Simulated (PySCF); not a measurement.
Al(Me)(OH)(SiH3) (CH7AlOSi), SMILES [OH][Al]([CH3])[SiH3]. Atoms are numbered in the order given.

```xyz
11

Al    -0.4112     0.0939    -0.3349
C     -1.7072    -1.3077    -0.7099
H     -2.4898    -0.9586    -1.4032
H     -2.2035    -1.6622     0.2105
H     -1.2279    -2.1946    -1.1603
O     -0.6709     1.5896    -1.1261
H     -0.1270     2.3784    -1.0507
Si     1.5115    -0.2003     1.1753
H      2.3570     1.0316     1.3089
H      2.4155    -1.3021     0.7043
H      1.0702    -0.5805     2.5586
```

Geometry optimised at r2SCAN-D4/def2-SVP. The values are those of a single conformer.

These are PySCF with ωB97X/def2-TZVP values and carry that method's errors.

Isolated molecule, no solvent.

### Question
Estimate the frontier levels, gap, dipole moment and polarisability. (The exact figures need the calculation; the answer reports its results.)

### Answer

```yaml
highest_occupied_level: -9.58 eV
lowest_empty_level: 0.83 eV
orbital_gap: 10.41 eV
dipole_moment: 0.29 D
quadrupole, principal values (traceless, Buckingham form, about the centre of nuclear charge): -10.17, 4.82, 5.35 D·Å
mean_static_polarisability: 72.4 bohr³ (10.73 Å³)
polarisability_principal_values: 60.7, 70.6, 86.0 bohr³
```
